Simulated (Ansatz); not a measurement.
H3NOTe (SMILES N[Te]O), singlet, at a GFN2-xTB geometry (all electrons, no relativity), with bond 6-4 at 1.8 times its length; Ansatz (an electronic-structure program) with SC-NEVPT2/STO-3G, CASSCF(4,6).

The Ansatz input:
Ansatz 0.2 input:
```yaml
crystal:
  periodic: [false, false, false]
  atoms:
    - {symbol: Te, position_ang: [0.07098912, 0.00863067, 0.35181927]}
    - {symbol: O, position_ang: [-0.04058489, 1.46392087, -1.01600878]}
    - {symbol: H, position_ang: [0.81993706, 1.67382426, -1.37956651]}
    - {symbol: N, position_ang: [-0.43675376, -1.53379472, -0.84743661]}
    - {symbol: H, position_ang: [0.22342029, -1.68646296, -1.59822349]}
    - {symbol: H, position_ang: [-2.08570233, -1.31269203, -1.58408499]}
basis:
  gaussian:
    orbitals: STO-3G
magnetization: {spin_polarized: false}
correlation: {method: sc_nevpt2, electrons: all, active_space: {window: {electrons: 4, orbitals: 6}}}
```

**Question.** What does Ansatz print? Leave out banner, timings and long lists.

**Answer.** 
```
Functional definition: HF
473 factors; integrals over basis functions are off by at most 3.5e-5 eV
mean field evaluation 1: about -181666.9991 eV, gradient 1.7e1 eV
mean field evaluation 2: about -181667.0708 eV, gradient 1.7e1 eV
mean field evaluation 4: about -181668.2928 eV, gradient 1.6e0 eV
mean field evaluation 8: about -181668.3266 eV, gradient 4.6e-2 eV
mean field -181668.32531918 eV, -6676.1878162661 hartree, gradient 1.9e-6 eV, S^2 0.000000; 0 other end points of the search recorded, 0 dependent functions left out; unrestricted orbitals would lower it
reference -181668.32531918 eV, -6676.1878162661 hartree; 35, 35 occupied and 5, 5 virtual orbitals, 473 factors
state -181671.67164901 eV, -6676.3107916194 hartree
state -181671.67164901 eV, -6676.3107916194 hartree; corrected -181673.50656477 eV, -6676.3782235298 hartree
Total energy: -181673.50656477 eV, -6676.3782235298 hartree
```
